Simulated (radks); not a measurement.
Question: Radial electron density D(r) = 4 pi r^2 rho(r) of an atom or ion with 33 electrons. Calculated with a radial shooting solver on a logarithmic mesh with Libxc functionals: Dirac Kohn-Sham, BLYP, spin-unpolarised, spherical densities, point nucleus.

| r (bohr) | D(r) (e/bohr) |
|---|---|
| 0.003161 | 3.514 |
| 0.003621 | 4.426 |
| 0.004148 | 5.548 |
| 0.004715 | 6.830 |
| 0.005402 | 8.467 |
| 0.006139 | 10.30 |
| 0.007034 | 12.58 |
| 0.007994 | 15.07 |
| 0.009159 | 18.08 |
| 0.01049 | 21.43 |
| 0.01193 | 24.84 |
| 0.01366 | 28.64 |
| 0.01553 | 32.25 |
| 0.01779 | 35.90 |
| 0.02022 | 38.95 |
| 0.02317 | 41.51 |
| 0.02654 | 43.12 |
| 0.03017 | 43.61 |
| 0.03456 | 43.00 |
| 0.03928 | 41.51 |
| 0.045 | 39.36 |
| 0.05115 | 37.36 |
| 0.0586 | 35.98 |
| 0.06714 | 36.06 |
| 0.07631 | 37.81 |
| 0.08742 | 41.31 |
| 0.09936 | 45.43 |
| 0.1138 | 49.41 |
| 0.1294 | 51.41 |
| 0.1482 | 50.59 |
| 0.1698 | 46.51 |
| 0.193 | 40.61 |
| 0.2211 | 34.07 |
| 0.2513 | 29.62 |
| 0.2879 | 28.07 |
| 0.3273 | 29.53 |
| 0.3749 | 32.59 |
| 0.4296 | 34.81 |
| 0.4882 | 34.38 |
| 0.5593 | 30.71 |
| 0.6357 | 25.01 |
| 0.7283 | 18.20 |
| 0.8278 | 12.53 |
| 0.9484 | 8.211 |
| 1.087 | 5.742 |
| 1.235 | 4.655 |
| 1.415 | 4.135 |
| 1.608 | 3.729 |
| 1.842 | 3.117 |
| 2.094 | 2.372 |
| 2.399 | 1.556 |
| 2.748 | 0.8795 |
| 3.124 | 0.4433 |
| 3.579 | 0.1799 |
| 4.067 | 0.06389 |
| 4.66 | 0.01688 |
| 5.296 | 0.003782 |
| 6.068 | 0.0005801 |

What is the nuclear charge?

Answer: Z = 35. The innermost maximum, from 1s, lies near gamma/Z bohr with gamma = sqrt(1 - (Z/c)^2) = 0.967, here 0.0276 bohr (found: 0.0299), and its height grows with Z. The density is that of the bromine ion Br2+ in [Ar] 3d10 4s0.5 4p4.5; the configuration itself is not fixed sharply by these data, and Z only to about a unit. D(r) has 3 maxima, at r = 0.0299, 0.134, 0.451 bohr, and minima at 0.0625, 0.286 bohr, inside which lie 2.09, 11.03 electrons.
